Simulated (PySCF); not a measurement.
**Dipole moment and polarisability of aluminum bromide**

Aluminum bromide, AlBr3.
Structure used (PBE0-D3(BJ)/def2-SVP), in Å, numbered top down from 1:
```
atom  x, y, z in Å
Br1   -1.6330   -1.5037    0.0204
Al2    0.0219   -0.0113   -0.0183
Br3    2.1280   -0.7430   -0.0248
Br4   -0.4132    2.1770   -0.0534
```

Level: PBE0/def2-SVPD (PySCF), static field, nuclei fixed, core orbitals frozen in the response. The polarisability tensor in these axes (au):

```
x   97.13 -0.09 -0.25
y   -0.09 97.82 -0.52
z   -0.25 -0.52 67.50
```

**Question.** Give the principal values, the mean and the anisotropy Δα = √{½[(α1 − α2)² + (α2 − α3)² + (α1 − α3)²]}.

**Answer.** Principal values 67.49, 97.12 and 97.84 au; mean 87.48 au = 12.96 Å³ = 14.42 × 10⁻⁴⁰ C²·m²/J; Δα = 30.00 au (34 % of the mean).

**Question.** What is the dipole moment?

**Answer.** 0.05 D at this geometry.

**Question.** What would n − 1 = 2πNα be for an ideal gas of these molecules at 400 K and 1 atm, electronic part alone?

**Answer.** N = p/kT = 1.8347 × 10¹⁹ cm⁻³, so n − 1 = 2π × N × 12.96 × 10⁻²⁴ cm³ = 1494 × 10⁻⁶ at long wavelengths, for an ideal gas.

**Question.** Along which axes do the principal values lie, and how far do the nuclei extend along each?

**Answer.** Largest value along (-0.12, 0.99, -0.02), where the nuclei span 3.50 Å; middle along (0.99, 0.12, -0.01), 3.83 Å; least along (0.01, 0.02, 1.00), 0.00 Å. The strongest response doesn't lie along the longest of the three spans.

**Question.** Molar refractivity from α?

**Answer.** Lorentz–Lorenz: R = (4π/3)N_A α = 2.5225 cm³/(mol·Å³) × 12.96 Å³ = 32.7 cm³/mol, in the limit of long wavelengths.

**Question.** Find the Langevin capture rate constant for O2+ (31.990 u) meeting this molecule (263.737 u), k = 2.342 × 10⁻⁹ cm³/s × √(α in Å³ / reduced mass in u).

**Answer.** The reduced mass is 28.53 u, so k = 1.58 × 10⁻⁹ cm³/s.

Geometry: PBE0-D3(BJ)/def2-SVP; no solvent, vibrations or thermal averaging. The calculation is non-relativistic, for bromine too.
